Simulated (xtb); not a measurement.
xtb input (GFN2-xTB):

```bash
xtb mol.xyz --gfn 2 --sp --chrg 1 --uhf 0
```
mol.xyz:
```
2

Hg    -0.00000000    -0.00000000    -0.02218255
H      0.00000000     0.00000000     1.77460415
```

End of the output:

```
         :::::::::::::::::::::::::::::::::::::::::::::::::::::
         ::                     SUMMARY                     ::
         :::::::::::::::::::::::::::::::::::::::::::::::::::::
         :: total energy              -0.776491495531 Eh    ::
         :: gradient norm              0.028940452409 Eh/a0 ::
         :: HOMO-LUMO gap              4.987044749422 eV    ::
         ::.................................................::
         :: SCC energy                -0.777310884918 Eh    ::
         :: -> isotropic ES            0.175782759860 Eh    ::
         :: -> anisotropic ES         -0.009055524193 Eh    ::
         :: -> anisotropic XC         -0.001676065687 Eh    ::
         :: -> dispersion             -0.000098914985 Eh    ::
         :: repulsion energy           0.000819389388 Eh    ::
         :: add. restraining           0.000000000000 Eh    ::
         :: total charge               1.000000000000 e     ::
         :::::::::::::::::::::::::::::::::::::::::::::::::::::

           -------------------------------------------------
          |                Property Printout                |
           -------------------------------------------------

    * Orbital Energies and Occupations

         #    Occupation            Energy/Eh            Energy/eV
      -------------------------------------------------------------
         1        2.0000           -0.8224821             -22.3809 (HOMO)
         2                         -0.6392116             -17.3938 (LUMO)
         3                         -0.3631893              -9.8829
         4                         -0.3631893              -9.8829
         5                         -0.0987178              -2.6862
      -------------------------------------------------------------
                  HL-Gap            0.1832705 Eh            4.9870 eV
             Fermi-level           -0.7308468 Eh          -19.8874 eV

     #   Z          covCN         q      C6AA      α(0)
     1  80 Hg       0.924     0.581   289.057    31.858
     2   1 H        0.924     0.419     0.443     1.041

 Mol. C6AA /au·bohr⁶  :        311.900392
 Mol. C8AA /au·bohr⁸  :      29801.627676
 Mol. α(0) /au        :         32.898217

Wiberg/Mayer (AO) data.
largest (>0.10) Wiberg bond orders for each atom

 ---------------------------------------------------------------------------
     #   Z sym  total        # sym  WBO       # sym  WBO       # sym  WBO
 ---------------------------------------------------------------------------
     1  80 Hg   0.824 --     2 H    0.824
     2   1 H    0.824 --     1 Hg   0.824
 ---------------------------------------------------------------------------

Topologies differ in total number of bonds
Writing topology from bond orders to xtbtopo.mol

molecular dipole:
                 x           y           z       tot (Debye)
 q only:        0.000       0.000       1.381
   full:        0.000      -0.000       0.641       1.629
molecular quadrupole (traceless):
                xx          xy          yy          xz          yz          zz
 q only:       -2.358       0.000      -2.358       0.000       0.000       4.715
  q+dip:       -3.023       0.000      -3.023       0.000      -0.000       6.045
Note: The following floating-point exceptions are signalling: IEEE_DENORMAL
normal termination of xtb
   full:       -2.104       0.000      -2.104       0.000      -0.000       4.208

           -------------------------------------------------
          | TOTAL ENERGY               -0.776491495531 Eh   |
          | GRADIENT NORM               0.028940452409 Eh/α |
          | HOMO-LUMO GAP               4.987044749422 eV   |
           -------------------------------------------------

------------------------------------------------------------------------
------------------------------------------------------------------------
 total:
 SCF:
```

This state (charge 1, singlet) is run at the relaxed geometry of the species with charge 0 and multiplicity 2.
